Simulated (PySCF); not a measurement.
Gas-phase reaction: 2 GeH4 → Ge2H6 + H2

Energies from PySCF, thermal terms from the rigid-rotor harmonic-oscillator model, ideal gas at 1 bar. † marks an energy on the PBE0/def2-TZVP geometry and frequencies; other levels use their own. CCSD(T) freezes the core. 6-31G* has spherical d functions here. All species are closed-shell singlets. B3LYP is the form with VWN-RPA correlation. Ge: all electrons, no relativistic terms. CCSD(T) isn't extrapolated to the basis-set limit; its ΔH°(298 K) is 2.5 kJ in def2-SVP and -13.0 kJ in def2-TZVPP. The harmonic model lacks anharmonicity and excited electronic states, which grow with temperature; levels with a mode under 35 cm⁻¹ are left out. Internal rotation in Ge2H6 is treated as a harmonic vibration of one conformer, which makes the entropy rough.

| level | ΔE electronic, kJ | ΔH°(298 K), kJ | ΔS°(298 K), J/K | ΔG°(1200 K), kJ |
|---|---|---|---|---|
| B3LYP/6-31G* | -8 | -11 | -4 | -21 |
| B3LYP/def2-TZVP† | -4 | -8 | -4 | -18 |
| CCSD(T)/def2-TZVPP† | -9 | -13 | -4 | -22 |
| M06-2X/def2-TZVP† | -14 | -18 | -4 | -27 |
| PBE/def2-TZVP† | -14 | -18 | -4 | -28 |
| PBE0/def2-TZVP | -10 | -14 | -4 | -24 |
| LDA/def2-TZVP† | -12 | -16 | -4 | -26 |
| ωB97X-V/def2-TZVP† | -7 | -11 | -4 | -20 |
ΔH° is lowest at PBE/def2-TZVP† and highest at B3LYP/def2-TZVP†. No reference value is set beside these.
